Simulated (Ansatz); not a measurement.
`[NH2][Ge][Cl]` + H–F → `[NH2][Ge][F]` + HCl at 600 K and 1 bar (ligand exchange at a Ge–Cl bond).

Calculated with Ansatz (gas phase, PBE0-D4/def2-TZVP geometries, no zero-point term in ΔE). CBS: MP2 limit from def2 TZ/QZ plus the TZ coupled-cluster correction, frozen cores. This one scheme is used for every species. For Ge outer-core shells are correlated without core-valence functions, which leaves a few kJ/mol of doubt a bond. Scalar relativity is left out up to krypton. One conformer a species, not always the lowest.

```json
{"species": "`[NH2][Ge][Cl]`", "CCSD(T)/CBS energy (Eh)": "-2591.85675", "H − E (kJ/mol)": "106.9", "S (J/(mol·K))": "347.9"}
{"species": "H–F", "CCSD(T)/CBS energy (Eh)": "-100.39570", "H − E (kJ/mol)": "42.3", "S (J/(mol·K))": "194.0"}
{"species": "`[NH2][Ge][F]`", "CCSD(T)/CBS energy (Eh)": "-2231.86581", "H − E (kJ/mol)": "107.5", "S (J/(mol·K))": "335.1"}
{"species": "HCl", "CCSD(T)/CBS energy (Eh)": "-460.38127", "H − E (kJ/mol)": "35.4", "S (J/(mol·K))": "207.2"}
```

H − E and S are ideal-gas, rigid-rotor, harmonic terms from PBE0-D4/def2-TZVP, for one conformer and one mirror image of each species. 1 Eh = 2625.50 kJ/mol, R = 8.31446 J/(mol·K).

By hand: ΔE, ΔH, ΔS and ΔG.

ΔE = (-2231.86581) + (-460.38127) − (-2591.85675) − (-100.39570) = 0.00537 Eh = 14.1 kJ/mol. Δ(H − E) = 107.5 + 35.4 − 106.9 − 42.3 = -6.3, so ΔH = 7.8 kJ/mol. ΔS = 335.1 + 207.2 − 347.9 − 194.0 = 0.4 J/(mol·K). ΔG = 7.8 − 600 × (0.4)/1000 = 7.6 kJ/mol.

By hand: the equilibrium constant, and the temperature at which ΔG would vanish if ΔH and ΔS stayed fixed.

log₁₀ K = −ΔG/(RT ln 10) = -0.7. ΔG = 0 at ΔH/ΔS = 19500 K, far beyond where these terms or the molecules hold.

The number of gas molecules stays the same, so ΔS is small and ΔH decides. A doubt of 5 kJ/mol in ΔE shifts log₁₀ K by 0.4 here. Other conformers and mirror images would add mixing entropy, several J/(mol·K) or more a flexible species. These are equilibria of isolated gas molecules and say nothing of rates. Largest T1 diagnostic: 0.014 (customary marks: 0.02 for closed shells, 0.045 for open ones).
